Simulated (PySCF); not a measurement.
vinyl chloride (C₂H₃Cl), singlet, at a GFN2-xTB geometry; PySCF with PBE/def2-SVP.

Input for PySCF:
```python
from pyscf import gto, scf, dft

mol = gto.M(
    atom='''
C    -0.001662    0.754022   -0.000887
C     1.288373    1.021459   -0.013454
Cl   -0.624479   -0.849898    0.006946
H    -0.773014    1.508554    0.005532
H     2.034912    0.246855   -0.019613
H     1.633983    2.039976   -0.017955
''',
    basis='def2-svp',
    charge=0,
    spin=0,
    verbose=4,
)

mf = dft.RKS(mol)
mf.xc = 'pbe'
mf.diis = False
mf.damp = 0.3
mf.diis_start_cycle = 200
mf.max_cycle = 150
mf.kernel()
```

Output, abridged:

```
PySCF version 2.14.0

[INPUT] verbose = 4
[INPUT] num. atoms = 6
[INPUT] num. electrons = 32
[INPUT] charge = 0
[INPUT] spin (= nelec alpha-beta = 2S) = 0
[INPUT] symmetry False subgroup None
[INPUT] Mole.unit = angstrom
[INPUT] Symbol           X                Y                Z      unit          X                Y                Z       unit  Magmom
[...]
nuclear repulsion = 89.4438767842112
number of shells = 29
number of NR pGTOs = 105
number of NR cGTOs = 61
basis = def2-svp
ecp = {}

******** <class 'pyscf.dft.rks.RKS'> ********
method = RKS
initial guess = minao
damping factor = 0.3
level_shift factor = 0
DIIS disabled
SCF conv_tol = 1e-09
SCF conv_tol_grad = None
SCF max_cycles = 150
direct_scf = True
direct_scf_tol = 1e-13
XC library pyscf.dft.libxc version 7.1.2
    S. Lehtola, C. Steigemann, M. J. T. Oliveira, and M. A. L. Marques,  SoftwareX 7, 1–5 (2018)
XC functionals = pbe
    J. P. Perdew, K. Burke, and M. Ernzerhof,  Phys. Rev. Lett. 77, 3865 (1996)
    J. P. Perdew, K. Burke, and M. Ernzerhof,  Phys. Rev. Lett. 78, 1396 (1997)
    J. P. Perdew, K. Burke, and M. Ernzerhof,  Phys. Rev. Lett. 77, 3865 (1996)
    J. P. Perdew, K. Burke, and M. Ernzerhof,  Phys. Rev. Lett. 78, 1396 (1997)
radial grids:
    Treutler-Ahlrichs [JCP 102, 346 (1995); DOI:10.1063/1.469408] (M4) radial grids

becke partition: Becke, JCP 88, 2547 (1988); DOI:10.1063/1.454033
pruning grids: <function nwchem_prune>
grids dens level: 3
symmetrized grids: False
atomic radii adjust function: <function treutler_atomic_radii_adjust>
small_rho_cutoff = 0
Set gradient conv threshold to 3.16228e-05
Initial guess from minao.
tot grids = 76544
init E= -537.843593777907
[...]
cycle= 1 E= -537.656373369252  delta_E= 0.187  |g|= 0.326  |ddm|= 2.53
[...]
cycle= 2 E= -537.662145821239  delta_E= -0.00577  |g|= 0.288  |ddm|= 0.556
[...]
cycle= 3 E= -537.639717266854  delta_E= 0.0224  |g|= 0.401  |ddm|= 0.646
[...]
cycle= 4 E= -537.585951628447  delta_E= 0.0538  |g|= 0.579  |ddm|= 0.942
[...]
cycle= 5 E= -537.493287062964  delta_E= 0.0927  |g|= 0.813  |ddm|= 1.32
[...]
cycle= 6 E= -537.340654091423  delta_E= 0.153  |g|= 1.07  |ddm|= 1.77
[...]
cycle= 7 E= -537.192367813034  delta_E= 0.148  |g|=  1.3  |ddm|= 2.17
[...]
cycle= 8 E= -537.002277762509  delta_E= 0.19  |g|= 1.52  |ddm|= 2.55
[...]
cycle= 9 E= -536.905702796167  delta_E= 0.0966  |g|= 1.62  |ddm|= 2.82
[...]
cycle= 10 E= -536.746835185071  delta_E= 0.159  |g|= 1.81  |ddm|= 3.05
[...]
[...]
cycle= 120 E= -536.369159230414  delta_E= 0.0835  |g|=  2.2  |ddm|= 3.79
[...]
cycle= 121 E= -536.45265535318  delta_E= -0.0835  |g|= 1.98  |ddm|= 3.79
[...]
cycle= 122 E= -536.369159230415  delta_E= 0.0835  |g|=  2.2  |ddm|= 3.79
[...]
cycle= 123 E= -536.452655353181  delta_E= -0.0835  |g|= 1.98  |ddm|= 3.79
[...]
cycle= 124 E= -536.369159230414  delta_E= 0.0835  |g|=  2.2  |ddm|= 3.79
[...]
cycle= 125 E= -536.45265535318  delta_E= -0.0835  |g|= 1.98  |ddm|= 3.79
[...]
cycle= 126 E= -536.369159230415  delta_E= 0.0835  |g|=  2.2  |ddm|= 3.79
[...]
cycle= 127 E= -536.45265535318  delta_E= -0.0835  |g|= 1.98  |ddm|= 3.79
[...]
cycle= 128 E= -536.369159230414  delta_E= 0.0835  |g|=  2.2  |ddm|= 3.79
[...]
cycle= 129 E= -536.452655353181  delta_E= -0.0835  |g|= 1.98  |ddm|= 3.79
[...]
cycle= 130 E= -536.369159230415  delta_E= 0.0835  |g|=  2.2  |ddm|= 3.79
[...]
cycle= 131 E= -536.452655353181  delta_E= -0.0835  |g|= 1.98  |ddm|= 3.79
[...]
cycle= 132 E= -536.369159230414  delta_E= 0.0835  |g|=  2.2  |ddm|= 3.79
[...]
cycle= 133 E= -536.452655353181  delta_E= -0.0835  |g|= 1.98  |ddm|= 3.79
[...]
cycle= 134 E= -536.369159230414  delta_E= 0.0835  |g|=  2.2  |ddm|= 3.79
[...]
cycle= 135 E= -536.45265535318  delta_E= -0.0835  |g|= 1.98  |ddm|= 3.79
[...]
cycle= 136 E= -536.369159230415  delta_E= 0.0835  |g|=  2.2  |ddm|= 3.79
[...]
cycle= 137 E= -536.45265535318  delta_E= -0.0835  |g|= 1.98  |ddm|= 3.79
[...]
cycle= 138 E= -536.369159230414  delta_E= 0.0835  |g|=  2.2  |ddm|= 3.79
[...]
cycle= 139 E= -536.452655353181  delta_E= -0.0835  |g|= 1.98  |ddm|= 3.79
[...]
cycle= 140 E= -536.369159230415  delta_E= 0.0835  |g|=  2.2  |ddm|= 3.79
[...]
cycle= 141 E= -536.452655353181  delta_E= -0.0835  |g|= 1.98  |ddm|= 3.79
[...]
cycle= 142 E= -536.369159230414  delta_E= 0.0835  |g|=  2.2  |ddm|= 3.79
[...]
cycle= 143 E= -536.45265535318  delta_E= -0.0835  |g|= 1.98  |ddm|= 3.79
[...]
cycle= 144 E= -536.369159230414  delta_E= 0.0835  |g|=  2.2  |ddm|= 3.79
[...]
cycle= 145 E= -536.45265535318  delta_E= -0.0835  |g|= 1.98  |ddm|= 3.79
[...]
cycle= 146 E= -536.369159230414  delta_E= 0.0835  |g|=  2.2  |ddm|= 3.79
[...]
cycle= 147 E= -536.452655353181  delta_E= -0.0835  |g|= 1.98  |ddm|= 3.79
[...]
cycle= 148 E= -536.369159230415  delta_E= 0.0835  |g|=  2.2  |ddm|= 3.79
[...]
cycle= 149 E= -536.45265535318  delta_E= -0.0835  |g|= 1.98  |ddm|= 3.79
[...]
cycle= 150 E= -536.369159230415  delta_E= 0.0835  |g|=  2.2  |ddm|= 3.79
SCF not converged.
SCF energy = -536.369159230415
```

Convergence was not reached.
